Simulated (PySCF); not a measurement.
**Radial density of Zr (zirconium, neutral)**

UHF, [Kr] 4d2 5s1 5p1, one real determinant (an excited configuration). Calculation: PySCF 2.14, in x2c-TZVPPall; the spin-free X2C one-electron Hamiltonian (Gaussian nucleus).

```csv
r (bohr),4πr²ρ (e/bohr),4πr²(ρα − ρβ)
0.0393,45.25,-0.0007
0.0661,45.06,0.0023
0.111,61.58,0.0329
0.187,42.64,0.1168
0.315,43.44,0.1938
0.529,30.55,0.0080
0.891,9.482,0.3472
1.50,6.668,1.0091
2.52,1.508,1.0023
4.24,0.5914,0.5897
7.13,0.1021,0.1021
12.0,0.002366,0.0024
```

Densities and radii are taken from the X2C orbitals without a picture-change correction, which distorts them close to the nucleus.

⟨L²⟩ = 14.05 against 20 for a pure G term, so this real determinant mixes terms.
